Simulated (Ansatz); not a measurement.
```yaml
crystal:
  periodic: [false, false, false]
  atoms:
    - {symbol: Bi, position_ang: [-0.948562, -0.062207, 1.471611]}
    - {symbol: Bi, position_ang: [-0.713125, -0.736296, -1.420773]}
    - {symbol: Sn, position_ang: [-1.153859, 2.461141, -0.667509]}
    - {symbol: Sn, position_ang: [1.581772, 0.760098, -0.048390]}
    - {symbol: Sn, position_ang: [1.233785, -2.422735, 0.665062]}
basis:
  gaussian: {orbitals: def2-TZVP, initial_orbitals: start.molden}
magnetization: {spin_polarized: true, initial_magnetization: 4}
hamiltonian: {xc: {name: wB97M-V}}
scf: {omitted_lower_state_checks: [starts]}
output: {orbitals: {seedname: orbitals}}
```

The file start.molden holds the orbitals of an earlier run on this structure, at another level or in another basis.

```sh
$ ansatz run in.yaml --threads 4 --pin off --events-out ev --progress --plain --max-ram 4787MiB
```

Task: Does this run fit into the memory that it is given?

Result: No. It has 250 basis functions, and Ansatz plans for 5.26 GiB where 4.67 GiB are given.
